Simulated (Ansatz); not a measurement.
Consider the atomization: `CO[Si](F)(S)Cl` → C• + Cl• + F• + 4 H• + O• + S• + Si•.

Calculated with Ansatz (gas phase, PBE0-D4/def2-TZVP geometries, no zero-point term in ΔE). CBS: MP2 limit from def2 TZ/QZ plus the TZ coupled-cluster correction, frozen cores. This one scheme is used for every species, atoms too. DFT in def2-TZVPP. No spin–orbit coupling; open shells (•) take unrestricted orbitals. Spin–orbit coupling would lower the free atoms: a little for C, Cl, F, O, S, Si. One conformer a species, not always the lowest.

```tsv
level	ΔE (kJ/mol)
PBE-D4	3866.1
PBE0	3766.9
MP2/def2-TZVPP	3807.8
CCSD/CBS(def2)	3755.5
```

Problem. What does CCSD(T)/CBS give? (Best estimate.)

Solution. The calculation gave: +3819.4 kJ/mol. The listed levels differ from it by 46.7, -52.5, -11.6, -63.9 kJ/mol.

Largest T1 diagnostic among the species: 0.012.

From PBE to PBE0 (25 % exact exchange), in def2-TZVPP and without D4, ΔE moves by −69.7 kJ/mol: exact exchange takes away binding that semilocal exchange gives to molecules. The D4 term adds +47.9 kJ/mol with B3LYP and +25.2 kJ/mol with PBE0; it sums over pairs of atoms, weighted by their polarisabilities, and B3LYP, whose exchange is more repulsive, gets the larger term. In def2-TZVPP, CCSD(T) changes the Hartree–Fock value by +935.5 kJ/mol (the triples alone add +63.9 kJ/mol) and MP2 by +1045.0 kJ/mol; breaking electron pairs costs correlation energy, which Hartree–Fock lacks.

B3LYP here is the variant with VWN-RPA as its local correlation; programs differ in this.

For atomizations the MP2-based limit and the directly extrapolated one differ by several kJ/mol either way, and by 10 to 25 for some Ge, Se and Sn compounds, so smaller differences from it don't rank the levels.
